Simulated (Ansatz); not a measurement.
Gas-phase electronic energies from Ansatz, PBE0-D4/def2-TZVP geometries. CCSD(T)/CBS is the MP2 limit (def2-TZVPP, def2-QZVPP) plus CCSD(T) − MP2 in def2-TZVPP, frozen cores. This one scheme is used for every species. DFT in def2-TZVPP. B3LYP here is the variant with VWN-RPA as its local correlation; programs differ in this. HSE06 is defined as in plane-wave codes. For Br outer-core shells are correlated without core-valence functions, which leaves a few kJ/mol of doubt a bond. Scalar relativity is left out up to krypton. One conformer a species, not always the lowest.

Consider the hydrogenolysis of the Al–S bond: `[SiH3][O][Al]([SH])[Br]` + H₂ → `[SiH3][O][AlH][Br]` + H₂S.

`[SiH3][O][Al]([SH])[Br]`:

Z-matrix (Å, degrees):
```
Si
O 1 1.630
H 1 1.486 2 109.2
H 1 1.486 2 110.3 3 119.9
H 1 1.486 2 109.9 3 -119.7
Al 2 1.669 1 163.8 3 -164.6
Br 6 2.239 2 120.6 1 -1.2
S 6 2.161 2 120.8 1 178.8
H 8 1.345 6 91.9 2 -0.1
```

H₂:

```xyz
2

H    -0.352   -0.121   -0.021
H     0.352    0.121    0.021
```

`[SiH3][O][AlH][Br]`:

```xyz
8

Si    0.201    0.820   -1.187
O    -0.409    0.031    0.103
Al   -0.490   -0.944    1.460
Br    1.388   -1.963    2.161
H     1.681    0.685   -1.234
H    -0.379    0.255   -2.432
H    -0.152    2.260   -1.094
H    -1.842   -1.144    2.222
```

H₂S:

Cartesian coordinates in Å:
```
S -0.280 0.484 -0.266
H -0.714 -0.689 0.218
H 0.994 0.205 0.048
```

| level | ΔE (kJ/mol) | difference from CCSD(T)/CBS |
| --- | --- | --- |
| LDA (SPW92) | 87.6 | -5.1 |
| PBE-D4 | 93.0 | 0.3 |
| revPBE-D4 | 95.9 | 3.2 |
| BLYP-D4 | 90.6 | -2.1 |
| r2SCAN-D4 | 97.4 | 4.7 |
| B97M-V | 82.2 | -10.5 |
| PBE0-D4 | 92.0 | -0.7 |
| B3LYP-D4 | 89.5 | -3.2 |
| r2SCANh-D4 | 96.5 | 3.8 |
| r2SCAN0-D4 | 95.2 | 2.5 |
| HSE06-D4 | 92.2 | -0.5 |
| BHLYP-D4 | 88.5 | -4.2 |
| ωB97X-V | 86.4 | -6.3 |
| ωB97M-V | 88.1 | -4.6 |
| B2PLYP | 86.6 | -6.1 |
| PBE | 87.1 | -5.6 |
| revPBE | 85.5 | -7.2 |
| BLYP | 79.1 | -13.6 |
| r2SCAN | 95.7 | 3.0 |
| PBE0 | 86.7 | -6.0 |
| B3LYP | 79.9 | -12.8 |
| r2SCANh | 94.7 | 2.0 |
| r2SCAN0 | 93.1 | 0.4 |
| HSE06 | 86.9 | -5.8 |
| BHLYP | 79.1 | -13.6 |
| LC-ωPBE | 84.4 | -8.3 |
| RPA@PBE/def2-TZVPP | 82.7 | -10.0 |
| HF/def2-SVP | 67.3 | -25.4 |
| CCSD/def2-SVP | 76.6 | -16.1 |
| CCSD(T)/def2-SVP | 79.5 | -13.2 |
| HF/def2-TZVPP | 71.9 | -20.8 |
| MP2/def2-TZVPP | 98.2 | 5.5 |
| SCS-MP2/def2-TZVPP | 90.0 | -2.7 |
| CCSD/def2-TZVPP | 84.4 | -8.3 |
| CCSD(T)/def2-TZVPP | 89.0 | -3.7 |
| HF/def2-QZVPP | 71.0 | -21.7 |
| MP2/def2-QZVPP | 100.1 | 7.4 |
| SCS-MP2/def2-QZVPP | 92.0 | -0.7 |
| HF/CBS(def2) | 70.8 | -21.9 |
| MP2/CBS(def2) | 102.0 | 9.3 |
| CCSD(T)/CBS | 92.7 | 0 |

Largest T1 diagnostic among the species: 0.010.

Leaving LDA and LC-ωPBE aside and taking each functional with its dispersion term where it has one, the values spread over 15.2 kJ/mol, from B97M-V to r2SCAN-D4. In def2-TZVPP, CCSD(T) changes the Hartree–Fock value by +17.1 kJ/mol (the triples alone add +4.6 kJ/mol) and MP2 by +26.4 kJ/mol.

CCSD(T)/CBS has its own doubt, a few kJ/mol and more with outer-core shells, so smaller differences from it don't rank the levels.
